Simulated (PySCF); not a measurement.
Write Cartesian coordinates for `O[Si](O)(O)[TeH]` as optimised with PBE0-D3(BJ)/def2-SVP.

```xyz
9
H4O3SiTe angstrom
O     -0.6044    0.6104    1.4909
Si    -0.1820   -0.1206    0.0748
O     -0.0781    1.0872   -1.0401
O     -1.3360   -1.2669   -0.2307
Te     1.9983   -1.3269    0.0700
H     -0.7472    0.0425    2.2538
H     -0.6103    1.8641   -0.8324
H     -1.2147   -1.7869   -1.0313
H      2.8214    0.0930   -0.1936
```

Any rigid rotation of these coordinates is as good. Atoms count from 1 in this order. Te5 (tellurium bonded to Si and H) is bent (angle 91.1°). Si2 (oxygen-bound silicon) is distorted tetrahedral (angles from 105.8° to 116.1°). O1 (silanol oxygen) is bent (angle 117.2°).

Bonds between heavy atoms (Å): O1–Si2 1.649, Si2–O3 1.647, Si2–O4 1.655, Si2–Te5 2.492.

Method: PBE0-D3(BJ)/def2-SVP geometry optimisation, gas phase, def2 core potentials past Kr (PySCF).

No PBE0-D3(BJ)/def2-SVP frequencies stand behind this structure, so it isn't proved a minimum. The numbers are those of one conformer (H–O1–Si2–O3 178°, O1–Si2–O3–H -25°, O1–Si2–O4–H -179°).
